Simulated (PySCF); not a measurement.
Cr: ionisation energy

Cr [Ar] 3d5 4s1 (7S) → Cr⁺ [Ar] 3d5 (6S), as a difference of total energies. All numbers are calculated (PySCF 2.14, no relativity, point nucleus, in aug-cc-pVTZ (8s7p5d3f2g, 93 functions)). Correlated levels: valence: [Ar] frozen. The calculations carry no spin-orbit coupling.

**Question.** Order these methods by the ionisation energy they give, lowest first.
A. CCSD(T) (valence)
B. MP2 (valence)
C. CCSD (valence)
D. SCS-MP2 (valence)

**Answer.** D (6.068 eV), B (6.396 eV), C (6.429 eV), A (6.470 eV).

These non-relativistic numbers lack the scalar-relativistic shift.

Errors of the correlated levels include the incompleteness of this basis and the frozen core.

For comparison: 6.767 eV (measured; NIST Atomic Spectra Database, ionization energies).
